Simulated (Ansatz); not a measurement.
WS2(NH2)2 (WS2N2H4). Charge 0, multiplicity 1. Geometry relaxed at PBE-D4/def2-SVP.

```xyz
9

W     0.3615    0.4060    0.2982
S     2.4250    0.7501   -0.2324
S    -0.3340    1.5982    1.9575
N     0.1788   -1.4682    0.7939
H    -0.5311   -1.8276    1.4395
H     0.7582   -2.2240    0.4160
N    -0.7329    0.8458   -1.2511
H    -0.4180    0.7617   -2.2225
H    -1.7075    1.1580   -1.1991
```

In the def2 sets W takes a core potential; there is no spin–orbit coupling. The relaxation made no stability test and no search for a lower SCF solution.

(1) Estimate the harmonic wavenumbers at RKS PBE-D4/def2-SVP (Ansatz, unscaled). Is this a minimum?

## Answers

(1) 150, 152, 155, 197, 210, 258, 340, 402, 443, 516, 521, 615, 645, 678, 690, 1447, 1448, 3468, 3471, 3571, 3572 cm⁻¹. Yes, no mode is imaginary beyond noise. Zero-point energy 137.3 kJ/mol. Hardware: 4 threads of Arm Neoverse V2 on a shared host. Wall time 47 s.
